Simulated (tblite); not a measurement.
Isomers of C5H18Si3. Computed with GFN2-xTB (tblite): harmonic, unscaled wavenumbers at the GFN2-xTB geometry, gas phase. Against measured fundamentals such values can be off by several per cent, at times by over 20. Modes of hydrogen on silicon can be 10 to 20 % off. One conformer each.

Electronic energies: GFN2-xTB at the same geometries; isomer energies are rough at this level and their order can be wrong.

```tsv
SMILES	electronic energy, lowest = 0 (kcal/mol)
CCC([SiH3])(CC)[SiH2][SiH3]	0.0
CC[Si@@H]([SiH3])[SiH2]C(C)C	9.2
CCC[SiH2][Si@H](C)[SiH2]C	13.0
```

Task: How do GFN2-xTB zero-point energies change the relative energies?

Result: 
```tsv
SMILES	ZPE (kcal/mol)	of it from modes above 1550 cm⁻¹	electronic (kcal/mol)	with ZPE, lowest = 0 (kcal/mol)	lowest mode (cm⁻¹)	rings
CCC([SiH3])(CC)[SiH2][SiH3]	127.6	68.2	0.0	0.0	53	0
CC[Si@@H]([SiH3])[SiH2]C(C)C	129.7	70.1	9.2	11.4	22	0
CCC[SiH2][Si@H](C)[SiH2]C	130.5	71.3	13.0	15.9	8	0
```

The zero-point energies span 2.9 kcal/mol, from `CCC([SiH3])(CC)[SiH2][SiH3]` to `CCC[SiH2][Si@H](C)[SiH2]C`. The order is unchanged.
